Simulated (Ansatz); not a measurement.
# Setting up singlet CHClGeNO+ in Ansatz

CHClGeNO+: 6 atoms, total charge +1, spin state singlet. As SMILES of the parent species, `O=C=[N][GeH][Cl]`. The shape is that of a PBE0-D4/def2-TZVP optimisation. This is one conformer, not always the lowest. That shape belongs to the parent species and isn't relaxed for this state.

```tsv
atom	x (Å)	y (Å)	z (Å)
O	0.0241	-1.6171	-2.2451
C	-0.2429	-1.0200	-1.2847
N	-0.5752	-0.4543	-0.2730
Ge	-0.1533	1.0673	0.6511
Cl	1.9469	0.9762	1.1328
H	-0.9577	0.9839	1.9727
```

Settings wanted:

```yaml
basis_set: def2-SVP
core_potential: none
task: energy
method: DFT
functional: BHLYP
reference: RKS
accuracy: high
```

Problem. Give an Ansatz 0.2.0 job that does this.

Solution. One that was run (others would do as well):

molecule.yaml:
```yaml
crystal:
  periodic: [false, false, false]
  atoms:
    - symbol: O
      position_ang: [0.024100, -1.617100, -2.245100]
    - symbol: C
      position_ang: [-0.242900, -1.020000, -1.284700]
    - symbol: N
      position_ang: [-0.575200, -0.454300, -0.273000]
    - symbol: Ge
      position_ang: [-0.153300, 1.067300, 0.651100]
    - symbol: Cl
      position_ang: [1.946900, 0.976200, 1.132800]
    - symbol: H
      position_ang: [-0.957700, 0.983900, 1.972700]
basis:
  gaussian: {orbitals: def2-SVP}
total_charge: 1
hamiltonian: {xc: {name: BHLYP}}
accuracy: high
output: {orbitals: {seedname: orbitals}}
```

```bash
$ ansatz run molecule.yaml --threads 1 --pin off --max-ram 3480MiB --events-out events.jsonl --progress --plain --runs-dir runs
```

Calculated total energy: -2704.93261 Eh.
